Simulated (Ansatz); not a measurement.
**What each rung costs, and what it gives**

Saddle point of GeH₂F₄, closed shell (GeF₄ ([F][Ge]([F])([F])[F]) + H₂ → GeHF₃ ([F][GeH]([F])[F]) + HF; bonds formed: Ge1–H7, F2–H6; bonds broken: Ge1–F2, H6–H7), PBE0-D4/def2-TZVP structure:

Ge1  (-0.198, 0.366, -0.051)
F2  (1.092, -0.535, 1.051)
F3  (-1.305, 0.443, -1.361)
F4  (-1.210, 0.683, 1.273)
F5  (0.905, 1.588, -0.460)
H6  (0.664, -1.255, 0.155)
H7  (0.053, -1.290, -0.607)
(Å)

Barriers are electronic and count from the start structure reached by relaxing down the imaginary mode.

Program: Ansatz 0.2.0. Basis: as named in each row. Cores are frozen in the correlated methods. Filled d shells of the heavier atoms are correlated. The def2 sets are not built for correlating such inner shells, so the correlated values are less sure here. B3LYP uses VWN-RPA correlation. Extrapolation: Hartree–Fock as exp(−7.88 √X), correlation as X^−2.97.

Times are rough, for one single point on 4 threads of a shared host (Intel Xeon).

The estimate by CCSD(T) at an estimated basis limit (MP2 extrapolated from triple and quadruple zeta, plus CCSD(T) − MP2 in triple zeta) is 46.57 kcal/mol.

```tsv
method	basis	time (s)	barrier (kcal/mol)	method less estimate
HF	STO-3G	under 1	78.94	32.36
PBE-D4	STO-3G	under 1	41.71	-4.87
SPW92	def2-SVP	under 1	23.84	-22.74
PBE-D4	def2-SVP	1	33.43	-13.14
B3LYP-D4	6-31G	2	46.39	-0.18
SPW92	def2-TZVPP	2	27.09	-19.48
PBE0-D4	def2-SVP	2	37.83	-8.75
PBE-D4	def2-TZVPP	3	37.19	-9.38
BLYP-D4	def2-TZVPP	3	42.09	-4.48
B3LYP-D4	def2-TZVPP	4	44.53	-2.04
BHLYP-D4	def2-TZVPP	4	48.92	2.35
PBE0-D4	def2-TZVPP	4	41.32	-5.26
r2SCAN-D4	def2-TZVPP	5	40.54	-6.04
CAM-B3LYP-D4	def2-TZVPP	5	44.16	-2.41
wB97M-V	def2-SVP	6	38.87	-7.70
r2SCAN0-D4	def2-TZVPP	6	43.39	-3.19
RPA on PBE	def2-TZVPP	6	46.70	0.12
B2PLYP	def2-TZVPP	9	46.00	-0.58
B97M-V	def2-TZVPP	9	43.46	-3.12
PBE-QIDH	def2-TZVPP	9	44.93	-1.65
CCSD(T)	def2-SVP	10	47.38	0.81
wB97X-V	def2-TZVPP	10	44.77	-1.80
wB97M-V	def2-TZVPP	11	43.92	-2.66
MP2	def2-QZVPP	24	46.76	0.18
CCSD(T)	def2-TZVPP	150	46.93	0.36
```

All methods are single points on the PBE0-D4 structures.

T1 diagnostic: at most 0.014.

Labels in which every atom is bracketed show which atoms are joined, not bond orders.
